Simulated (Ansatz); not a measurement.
`CO[Si](Cl)(Cl)OC` at its PBE0-D4/def2-TZVP geometry, where that method's forces vanish. Charge 0, multiplicity 1.

```xyz
13

C    -0.4899    2.0564    0.9803
O     0.1815    0.9412    0.4289
Si   -0.2265   -0.6098    0.6097
Cl   -2.1613   -0.8618   -0.0073
Cl   -0.0933   -1.1879    2.5494
O     0.7735   -1.5363   -0.2421
C     0.9550   -1.4725   -1.6452
H     0.0122    2.9562    0.6249
H    -0.4486    2.0338    2.0729
H    -1.5359    2.0812    0.6616
H     1.6676   -2.2496   -1.9209
H     0.0124   -1.6519   -2.1701
H     1.3532   -0.4989   -1.9421
```

Q: What forces (eV/Å) does ωB97M-V/def2-TZVPP give on these atoms in the Gaussian-basis code of Ansatz? (Estimate.)

A: Computed: 
```
C1  -0.147  0.247  0.120
O2   0.127 -0.129 -0.110
Si3  0.014 -0.001  0.002
Cl4 -0.038  0.002 -0.017
Cl5 -0.006 -0.001  0.049
O6   0.004 -0.063  0.199
C7   0.043  0.014 -0.305
H8  -0.053 -0.074  0.038
H9  -0.003 -0.001 -0.088
H10  0.085 -0.003  0.023
H11 -0.065  0.073  0.014
H12  0.074  0.015  0.046
H13 -0.035 -0.079  0.028
```
